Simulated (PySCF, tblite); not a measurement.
C7H10F2.
SMILES with atom numbers: `[CH2:1]=[CH:2][CH2:3][CH2:4]/[CH:5]=[CH:6]/[CH:7]([F:8])[F:9]` (hydrogens: H10, H11 on C1; H12 on C2; H13, H14 on C3; H15, H16 on C4; H17 on C5; H18 on C6; H19 on C7)

Cartesian coordinates in Å at the GFN2-xTB level; atoms count from 1:
```xyz
19
C7H10F2 angstrom
C     -2.9499   -0.9548    0.0213
C     -1.8032   -0.3584   -0.2422
C     -1.4719    1.0447    0.1569
C     -0.2263    1.0870    1.0586
C      0.9921    0.6490    0.3200
C      1.7587   -0.3708    0.6702
C      2.9714   -0.8062   -0.0917
F      2.8232   -2.0839   -0.5426
F      3.1950   -0.0463   -1.1904
H     -3.7431   -0.4498    0.5491
H     -3.1511   -1.9681   -0.2807
H     -1.0180   -0.8847   -0.7685
H     -2.3163    1.4880    0.6877
H     -1.2799    1.6405   -0.7400
H     -0.3889    0.4535    1.9321
H     -0.0785    2.1158    1.3991
H      1.2379    1.2249   -0.5631
H      1.5474   -0.9826    1.5348
H      3.8917   -0.7883    0.5175
```

Jobs on this species (19 atoms, 70 electrons) with PySCF (density fitting) and tblite. Hardware of each: an Arm Neoverse N1 with one thread, shared host. Other jobs ran on the host; a repeat could differ by tens of per cent or more.

```json
{"level and settings": "GFN2-xTB", "work": "L-BFGS relaxation", "basis functions": "–", "SCF cycles": "–", "wall time": "0.73 s"}
{"level and settings": "GFN2-xTB", "work": "Hessian by finite differences", "basis functions": "–", "SCF cycles": "–", "wall time": "?"}
{"level and settings": "PBE0/pcSseg-1", "work": "shieldings, charges and field gradients", "basis functions": "203", "SCF cycles": "14", "wall time": "64 s"}
```

Task: Fill in the missing figures.

Result: 
- GFN2-xTB; Hessian by finite differences: 1.1 s

Task: What do all jobs in the table cost together?

Result: About 66 s; the longest takes about 97 % of that, and about 88 times as long as the shortest.
